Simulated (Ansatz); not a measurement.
Basis sets compared for Si₅O₁₄H₈, a hydroxylated oxide cluster. Total charge 0; singlet. Geometry PBE-D4/def2-SVP. Ansatz on 2 threads of AMD EPYC 7R13 on a shared host and a share (18 GiB) of an NVIDIA H100 80GB HBM3; times are rough, and most runs start from earlier orbitals.

```xyz
27

Si   -1.2039    0.3989    1.5986
Si    0.8789   -0.7713    1.7833
Si   -3.0532    1.4947    0.5174
Si    2.9679   -1.7972    1.1883
Si    0.1821    0.2908   -2.2447
O     3.0498   -2.5040   -0.2802
O     1.4736   -0.5762   -1.5994
O     4.4090   -1.9714    1.9473
O     1.6175   -2.2031    2.2134
O     0.3779    0.2480   -3.8832
O    -1.2614   -0.4878   -1.8025
O     2.2813   -0.2051    1.0288
O     0.1830    1.8425   -1.6780
O    -0.4835   -0.9078    0.7757
O     0.0322    0.3410    2.7582
O    -2.8567    0.3023    1.7783
O    -1.3381    1.7912    0.6451
O    -3.4426    0.9369   -0.9595
O    -4.0704    2.7134    0.9182
H     2.4693   -2.0644   -0.9550
H     1.8983   -0.0495   -0.8828
H     4.3949   -1.8699    2.9148
H    -0.2704    0.7598   -4.3945
H    -1.0798   -1.0470   -1.0105
H    -0.3284    1.9907   -0.8457
H    -2.7200    0.3899   -1.3912
H    -4.1073    2.9544    1.8598
```

Single mean-field runs in def2-TZVP are fitted with def2-universal-jkfit. In the singlet geometry the species has come apart into loosely held pieces.

Binding counts from free atoms (Si triplet, O triplet, H doublet) in the same basis, without a counterpoise term.

```
           level  functions  energy (Eh)  HOMO (eV)  LUMO (eV)  binding per atom (eV)  wall time
 PBE-D4/def2-SVP        326   -2503.2453      -7.23      -2.06                   4.87      4.3 s
PBE0-D4/def2-SVP        326   -2503.3610      -9.12      -1.19                   4.69      4.4 s
```

(1) Estimate the rows for PBE-D4/def2-TZVP, PBE0-D4/def2-TZVP.

Results:

(1) 
```csv
level,functions,energy (Eh),HOMO (eV),LUMO (eV),binding per atom (eV),wall time
PBE-D4/def2-TZVP,667,-2505.1376,-7.57,-2.33,4.93,9.5 s
PBE0-D4/def2-TZVP,667,-2505.2471,-9.34,-1.41,4.77,7 s
```
